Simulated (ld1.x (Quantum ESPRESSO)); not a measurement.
# Which change was made? (I, TM)

```json
{"Element": "I", "Generator": "ld1.x (Quantum ESPRESSO) 7.5", "Type": "norm-conserving Troullier–Martins (Kleinman–Bylander form)", "Functional": "PBE", "Relativity": "scalar-relativistic", "Frozen core": "[Kr]", "Valence charge": "17", "Reference configuration": "4d10 5s2 5p3.5 (charge +1.5)", "Partial waves": "5s (bound): rc 1.55 bohr; 4d (bound): rc 1.20 bohr; 5p (bound): rc 1.90 bohr", "Local potential": "the p channel", "Core correction": "none"}
```

Cutoffs, loose and tight: the cutoffs (Ry, on a coarse ladder) from which the occupation-weighted sum of valence levels, in a spherical-Bessel basis at the reference potential, stays within 10 and 1 mRy of its value at 400 Ry. They do not see the model core or the augmentation charge, which bear on the density cutoff. Test errors are all-electron minus pseudo excitation energies from the reference, over the configurations 4d10 5s2 5p5; 4d10 5s2 5p4; 4d10 5s2 5p3; 4d9 5s2 5p6; 4d10 5s1 5p6; 4d10 5s1 5p5; 4d10 5s2 5p4.5; variants that change the core or the reference have their own tests.

The base gives: outcome: generated; cutoff, loose: 120 Ry; cutoff, tight: 200 Ry; bound ghosts: none; largest test error (meV): -593.

Question: After one change the result is: outcome: generated; cutoff, loose: 230 Ry; cutoff, tight: over 300 Ry; bound ghosts: none; largest test error (meV): -600. Which change was it?
A. wave 4d (bound): rc 1.20 bohr becomes 4d (bound): rc 1.60 bohr
B. wave 4d (bound): rc 1.20 bohr becomes 4d (bound): rc 0.98 bohr
C. wave 4d (bound): rc 1.20 bohr becomes 4d (bound): rc 0.80 bohr

Answer: C. The others give: wave 4d (bound): rc 1.20 bohr becomes 4d (bound): rc 0.98 bohr → outcome: generated; cutoff, loose: 140 Ry; cutoff, tight: 200 Ry; bound ghosts: none; largest test error (meV): -598 | wave 4d (bound): rc 1.20 bohr becomes 4d (bound): rc 1.60 bohr → outcome: generated; cutoff, loose: 90 Ry; cutoff, tight: 160 Ry; bound ghosts: none; largest test error (meV): -497.
